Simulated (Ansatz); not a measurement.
Species: ZnO2H2 (charge 0, singlet). SMILES: [OH][Zn][OH]
Geometry from a B3LYP-D3(BJ)/def2-TZVP (Ansatz, a first-principles code) optimisation:
```
Zn
O 1 1.7762
H 2 0.9619 1 114.82
O 1 1.7762 2 174.21 3 -135.97
H 4 0.9619 1 114.82 2 -135.97
```

Wanted: atomisation energy, in kcal/mol. Terms: spin-orbit terms left out; open shells spin-unrestricted; LANL2DZ with its own core potentials from Na on; six Cartesian d functions in 6-31G* and its kin unless marked 5d; atomisation electronic, to ground-state atoms; non-relativistic; dispersion terms only where a functional's name holds one. Ab initio and DFT rows: single points at B3LYP-D3(BJ) geometries (Ansatz).

```csv
species,coefficient,"E at B3LYP/6-31G* with LANL2DZ past Ar (Ansatz), Eh","E at PBE/def2-TZVPD (Ansatz), Eh"
[OH][Zn][OH],-1,-217.24245,-1930.73100
H atom,+2,-0.50027,-0.49962
O atom,+2,-75.06062,-75.01069
Zn atom,+1,-65.59581,-1779.12990
```

 1 Eh = 627.5095 kcal/mol.

Task: Compute it at each level from the table.

Result: 
- B3LYP/6-31G* with LANL2DZ past Ar: the sum of coefficient times E is 0.52486 Eh, or 329.35 kcal/mol. Result: 329.4 kcal/mol.
- PBE/def2-TZVPD: the sum of coefficient times E is 0.58048 Eh, or 364.26 kcal/mol. Result: 364.3 kcal/mol.
